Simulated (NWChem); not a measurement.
# boric acid (H$_{3}$BO$_{3}$); SMILES OB(O)O

```xyz
7

O     -1.0724     0.8724     0.0000
B     -0.0342    -0.0038     0.0000
O      1.2444     0.5000     0.0000
O     -0.3495    -1.3323     0.0000
H     -0.7566     1.7804     0.0000
H      1.9455    -0.1551     0.0000
H      0.4027    -1.9267     0.0000
```
Atoms are numbered in this order, from 1.

All runs: NWChem. Pople sets run with spherical d functions. Structure relaxed at the PBE0/def2-SVP level. Vertical excitations in the gas phase.

**Question.** Estimate the computed values for PBE/6-31+G*, full TDDFT. Quantities: lowest excitation, singlet (eV); oscillator strength of that lowest state; lowest state with f > 0.02, singlet (eV); orbital gap (eV).

**Answer.** 
| Item | Result |
|---|---|
| lowest excitation, singlet (eV) | 6.27 |
| oscillator strength of that lowest state | 0.002 |
| lowest state with f > 0.02, singlet (eV) | 7.11 |
| orbital gap (eV) | 6.24 |
